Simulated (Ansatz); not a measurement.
Input for Ansatz (an electronic-structure program): R-CCSD(T)/cc-pVQZ on HF (SMILES F).

Ansatz 0.2 input:
```yaml
crystal:
  periodic: [false, false, false]
  atoms:
    - {symbol: F, position_ang: [-0.00000000, 0.00000000, 0.46222970]}
    - {symbol: H, position_ang: [0.00000000, -0.00000000, -0.46222970]}
basis:
  gaussian:
    orbitals: cc-pVQZ
magnetization: {spin_polarized: false}
correlation: {method: ccsd_t, electrons: outside_noble_gas}
scf: {lower_state_search: off}
```

Task: Predict the final total energy.

Result: -100.3731 hartree (reference determinant -100.0673, T1 diagnostic 0.008).
